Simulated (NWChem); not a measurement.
Everything below was run with NWChem. System: C$_{5}$H$_{3}$Cl, charge 0, spin multiplicity 1, at a geometry optimised with PBE/def2-SVP. The structure started from a generated list of species. Level: LDA (SVWN5)/def2-SVP.

The NWChem input:

```
start mol
memory heap 200 mb stack 800 mb global 1000 mb
geometry units angstroms nocenter noautoz
  C      1.625119     2.144169     0.000000
  C      0.905434     1.151631     0.000000
  C      0.061655     0.008672     0.000000
  Cl    -1.683907     0.330433     0.000000
  C      0.493953    -1.247744     0.000000
  C      0.932846    -2.485809     0.000000
  H      2.261016     3.018542     0.000000
  H      1.125679    -3.030712     0.942312
  H      1.125679    -3.030712    -0.942312
  symmetry group Cs
end
basis spherical
  * library def2-svp
end
dft
  xc slater vwn_5
  semidirect memsize 60000000 filesize 0
  iterations 100
end
task dft energy
```

Part of the output:

```
             Northwest Computational Chemistry Package (NWChem) 7.3.0
             --------------------------------------------------------

                                NWChem Input Module
                                -------------------

 Scaling coordinates for geometry "geometry" by  1.889725989
 (inverse scale =  0.529177249)

 Turning off AUTOSYM since
 SYMMETRY directive was detected!

                             Geometry "geometry" -> ""
                             -------------------------

 Output coordinates in angstroms (scale by  1.889725989 to convert to a.u.)

  No.       Tag          Charge          X              Y              Z
 ---- ---------------- ---------- -------------- -------------- --------------
    1 C                    6.0000     1.62511900     2.14416900     0.00000000
    2 C                    6.0000     0.90543400     1.15163100     0.00000000
    3 C                    6.0000     0.06165500     0.00867200     0.00000000
    4 Cl                  17.0000    -1.68390700     0.33043300     0.00000000
    5 C                    6.0000     0.49395300    -1.24774400     0.00000000
    6 C                    6.0000     0.93284600    -2.48580900     0.00000000
    7 H                    1.0000     2.26101600     3.01854200     0.00000000
    8 H                    1.0000     1.12567900    -3.03071200     0.94231200
    9 H                    1.0000     1.12567900    -3.03071200    -0.94231200

 Effective nuclear repulsion energy (a.u.)     219.4354996741

            Nuclear Dipole moment (a.u.)
            ----------------------------
        X                 Y               Z
 ---------------- ---------------- ----------------
    -0.0000056692    -0.0000132281     0.0000000000

      Symmetry information
      --------------------

 Group name             Cs
 Group number              2
 Group order               2
 No. of unique centers     8

      Symmetry unique atoms

     1    2    3    4    5    6    7    8


 Summary of "ao basis" -> "" (spherical)
 ------------------------------------------------------------------------------
       Tag                 Description            Shells   Functions and Types
 ---------------- ------------------------------  ------  ---------------------
 *                          def2-svp                  on all atoms

                                 NWChem DFT Module
                                 -----------------

 Summary of "ao basis" -> "ao basis" (spherical)
 ------------------------------------------------------------------------------
       Tag                 Description            Shells   Functions and Types
 ---------------- ------------------------------  ------  ---------------------
 C                          def2-svp                 6       14   3s2p1d
 Cl                         def2-svp                 8       18   4s3p1d
 H                          def2-svp                 3        5   2s1p

 Summary of "ao basis" -> "ao basis" (spherical)
 ------------------------------------------------------------------------------
       Tag                 Description            Shells   Functions and Types
 ---------------- ------------------------------  ------  ---------------------
 C                          def2-svp                 6       14   3s2p1d
 Cl                         def2-svp                 8       18   4s3p1d
 H                          def2-svp                 3        5   2s1p

      Symmetry analysis of basis
      --------------------------
[...]
 d= 0,ls=0.0,diis     6   -648.8514777136 -7.10D-04  6.72D-04  4.58D-03     2.5
 d= 0,ls=0.0,diis     7   -648.8522659710 -7.88D-04  2.50D-04  8.46D-05     2.7
 d= 0,ls=0.0,diis     8   -648.8522311770  3.48D-05  1.84D-04  3.14D-04     2.9
 d= 0,ls=0.0,diis     9   -648.8522736139 -4.24D-05  4.00D-05  2.79D-05     3.1
 d= 0,ls=0.0,diis    10   -648.8522774340 -3.82D-06  7.77D-06  4.81D-07     3.2
 d= 0,ls=0.0,diis    11   -648.8522774835 -4.95D-08  3.07D-06  1.57D-07     3.4

         Total DFT energy =     -648.852277483513
      One electron energy =    -1327.801239648702
           Coulomb energy =      512.458129516233
    Exchange-Corr. energy =      -52.944667025171
 Nuclear repulsion energy =      219.435499674128

 Numeric. integr. density =       50.000001368402

     Total iterative time =      3.0s

                  Occupations of the irreducible representations
                  ----------------------------------------------

                     irrep           alpha         beta
                     --------     --------     --------
                     a'               20.0         20.0
                     a"                5.0          5.0

                       DFT Final Molecular Orbital Analysis
                       ------------------------------------

 Vector   23  Occ=2.000000D+00  E=-2.724897D-01  Symmetry=a"
              MO Center= -1.7D-01,  9.8D-01,  4.4D-14, r^2= 3.8D+00
   Bfn.  Coefficient  Atom+Function         Bfn.  Coefficient  Atom+Function
  ----- ------------  ---------------      ----- ------------  ---------------
    55      0.462955  4 Cl pz                52      0.346020  4 Cl pz
    20     -0.324035  2 C  pz                 6     -0.302386  1 C  pz
    49      0.201364  4 Cl pz                23     -0.181628  2 C  pz
     9     -0.165636  1 C  pz                34     -0.052675  3 C  pz
    66     -0.027474  5 C  pz

 Vector   24  Occ=2.000000D+00  E=-2.548325D-01  Symmetry=a'
              MO Center=  3.6D-01,  4.3D-01, -1.9D-14, r^2= 5.2D+00
   Bfn.  Coefficient  Atom+Function         Bfn.  Coefficient  Atom+Function
  ----- ------------  ---------------      ----- ------------  ---------------
    54      0.349324  4 Cl py                 4      0.265144  1 C  px
    51      0.262837  4 Cl py                18      0.245615  2 C  px
    78     -0.229967  6 C  px                 5     -0.191414  1 C  py
    64     -0.181362  5 C  px                19     -0.172216  2 C  py
     7      0.168878  1 C  px                81     -0.160809  6 C  px

 Vector   25  Occ=2.000000D+00  E=-2.208860D-01  Symmetry=a"
              MO Center=  3.2D-01,  3.1D-02, -3.5D-16, r^2= 4.5D+00
   Bfn.  Coefficient  Atom+Function         Bfn.  Coefficient  Atom+Function
  ----- ------------  ---------------      ----- ------------  ---------------
    66     -0.351550  5 C  pz                55      0.324463  4 Cl pz
     6      0.289642  1 C  pz                34     -0.283672  3 C  pz
    69     -0.239290  5 C  pz                52      0.225813  4 Cl pz
     9      0.195957  1 C  pz                37     -0.168371  3 C  pz
    20      0.166331  2 C  pz                49      0.130736  4 Cl pz

 Vector   26  Occ=0.000000D+00  E=-8.552330D-02  Symmetry=a'
              MO Center=  3.3D-01, -6.7D-01,  2.0D-15, r^2= 5.0D+00
   Bfn.  Coefficient  Atom+Function         Bfn.  Coefficient  Atom+Function
  ----- ------------  ---------------      ----- ------------  ---------------
    53      0.449493  4 Cl px                81     -0.394937  6 C  px
    78     -0.343015  6 C  px                64      0.299241  5 C  px
    67      0.291080  5 C  px                35      0.274842  3 C  px
    46      0.229918  4 Cl s                 50      0.226781  4 Cl px
    32      0.223209  3 C  px                 4     -0.190550  1 C  px

 Vector   27  Occ=0.000000D+00  E=-7.792546D-02  Symmetry=a"
              MO Center=  7.3D-01, -1.5D-01, -1.0D-15, r^2= 4.7D+00
   Bfn.  Coefficient  Atom+Function         Bfn.  Coefficient  Atom+Function
  ----- ------------  ---------------      ----- ------------  ---------------
    69      0.443945  5 C  pz                66      0.429675  5 C  pz
     9      0.356820  1 C  pz                37     -0.329303  3 C  pz
    34     -0.315561  3 C  pz                 6      0.311520  1 C  pz
    95     -0.255936  8 H  s                100      0.255936  9 H  s
    23     -0.214493  2 C  pz                20     -0.188498  2 C  pz

 Vector   28  Occ=0.000000D+00  E=-8.167131D-03  Symmetry=a'
              MO Center=  9.5D-01,  4.2D-01, -3.5D-15, r^2= 4.7D+00
   Bfn.  Coefficient  Atom+Function         Bfn.  Coefficient  Atom+Function
  ----- ------------  ---------------      ----- ------------  ---------------
    22      0.408884  2 C  py                 7      0.405836  1 C  px
    17     -0.375362  2 C  s                 67      0.336981  5 C  px
    81     -0.331052  6 C  px                64      0.307913  5 C  px
    19      0.305412  2 C  py                 8     -0.296481  1 C  py
    36      0.280381  3 C  py                21     -0.271289  2 C  px

 center of mass
 --------------
 x =  -0.11779939 y =   0.06439451 z =   0.00000000

 moments of inertia (a.u.)
 ------------------
         703.892523249756           0.486926048546           0.000000000000
           0.486926048546         582.857687083854           0.000000000000
           0.000000000000           0.000000000000        1273.967226679964

     Multipole analysis of the density
     ---------------------------------

     L   x y z        total         alpha         beta         nuclear
     -   - - -        -----         -----         ----         -------
     0   0 0 0     -0.000000    -25.000000    -25.000000     50.000000

     1   1 0 0      0.555935      0.277970      0.277970     -0.000006
     1   0 1 0     -0.351861     -0.175924     -0.175924     -0.000013
     1   0 0 1      0.000000      0.000000      0.000000      0.000000

     2   2 0 0    -29.455228   -163.504612   -163.504612    297.553997
     2   1 1 0      0.812264      0.230865      0.230865      0.350533
     2   1 0 1      0.000000      0.000000      0.000000      0.000000
     2   0 2 0    -23.781865   -210.616368   -210.616368    397.450872
     2   0 1 1      0.000000      0.000000      0.000000      0.000000
     2   0 0 2    -30.874489    -18.608178    -18.608178      6.341867

 Task  times  cpu:        3.4s     wall:        3.4s

 Total times  cpu:        3.4s     wall:        3.4s
```
